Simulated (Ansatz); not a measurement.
A series at Sn: from `[F][Sn]([F])([F])[F]`, ligands are replaced one by one, each step taking up HCl and setting free H–F; n counts the steps. Ansatz, PBE0-D4/def2-TZVP geometries.

CBS adds triple-zeta CCSD(T) − MP2 to the MP2 limit, frozen cores; atoms without spin–orbit coupling. Elements past krypton have def2 core potentials. Outer-core shells of Sn are correlated without core-valence functions. Spin–orbit coupling is left out.

| n | molecule | atomization energy, CCSD(T)/CBS (kJ/mol) |
| --- | --- | --- |
| 0 | `[F][Sn]([F])([F])[F]` | 1754.8 |
| 1 | `[F][Sn]([F])([F])[Cl]` | 1654.9 |
| 2 | `[F][Sn]([F])([Cl])[Cl]` | 1551.9 |
| 3 | `[F][Sn]([Cl])([Cl])[Cl]` | ? |
| 4 | `[Cl][Sn]([Cl])([Cl])[Cl]` | 1340.4 |

By hand: fit a straight line y = ȳ + b (n − n̄) to the 4 given rows and predict n = 3.

n̄ = 1.750, ȳ = 1575.50; Σ(n − n̄)(y − ȳ) = -908.20, Σ(n − n̄)² = 8.750, so b = -103.79 kJ/mol a step. Prediction: 1575.50 + (-103.79) × (1.250) = 1445.8 kJ/mol.

By hand: compare with the computed value, 1446.8 kJ/mol, and give the steps along the whole series.

The line misses by 1.0 kJ/mol (computed minus predicted). Steps: -99.9, -103.0, -105.1, -106.4 kJ/mol.

The steps differ by at most 6.5 kJ/mol, 6 % of a mean step, so the ligands' effects nearly add and a line is close. The miss is 0.2 % of the series' range. The energies themselves are unsure by some kJ/mol a bond, though much of that is common to the series.
